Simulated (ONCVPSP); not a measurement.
**nitrogen (N), ONCV: configuration errors across variants**

nitrogen (N), optimised norm-conserving Vanderbilt (ONCV), made with ONCVPSP 4.0.1 (BLYP, scalar-relativistic). Core [He], reference 2s1.5 2p3.5. Waves: 2s: rc 1.00 bohr, ncon 4, nbas 8, qcut 5.6 1/bohr, 1 projector; 2p: rc 2.60 bohr, ncon 4, nbas 7, qcut 6.2 1/bohr, 2 projectors, debl 2.3 Ha; d scattering state at 0.3 Ha: rc 2.30 bohr, ncon 4, nbas 8, qcut 3.7 1/bohr, 1 projector. Local part: polynomial inside 1.00 bohr (lpopt 5, dvloc0 6 Ha). Core correction: none.

All-electron excitation energies from the reference (eV): (1) 2s2 2p3 -5.696; (2) 2s2 2p2 7.878; (3) 2s2 2p1 36.751; (4) 2s1 2p3 19.535.

1 further variants failed, have other tests or another functional or relativity, and are left out.

A true bound ghost makes a file unfit for plane-wave use even where its test errors are small: the radial tests pick states by their node count and pass the ghost by.

Errors AE − PS in meV (a dash: test not solved or not reliable):

```csv
change,(1),(2),(3),(4),bound ghosts,GHOST(+) flags above zero
base,-4.9,+278,+1469,-0.4,none,none
"local potential polynomial inside 1.00 bohr (lpopt 5, dvloc0 -1.5 Ha)",-4.9,+280,+1472,+4.4,d,none
s: qcut 6.3; p: qcut 7; d: qcut 4.2,-3.9,+233,+1246,-3.5,none,none
```

(1) Give the same row for: p: qcut 8.8.

Results:

(1) -1.4, +198, +1061, -4.3; bound ghosts: none; GHOST(+) flags above zero: none.
